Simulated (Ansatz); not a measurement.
A structure relaxed at PBE0-D4/def2-TZVP in Ansatz, charge 1, singlet:

| atom | x (Å) | y (Å) | z (Å) |
| --- | --- | --- | --- |
| Re1 | -0.3988 | 0.2155 | -1.0113 |
| O2 | 0.2371 | -0.7955 | 0.3442 |
| O3 | 0.1617 | 0.5800 | 0.6671 |

(1) Give its formula and point group.

(2) Summarise the bond lengths by kind (pairs closer than 1.2 times the sum of covalent radii, bridged metal pairs left out).

Results:

(1) ReO2⁺. Point group C2v (tolerance 0.1 Å).

(2) 2 × O–Re 1.81 Å; 1 × O–O 1.41 Å. The metal has 2 neighbours: O 1.81 Å, O 1.81 Å.

In the def2 sets Re takes a core potential; there is no spin–orbit coupling. The structure holds one bond between oxygen atoms, so isomers without such links may lie far lower. Another isomer (triplet) lies 5.46 eV lower at PBE0-D4/def2-TZVP; other spin states weren't run for this one.
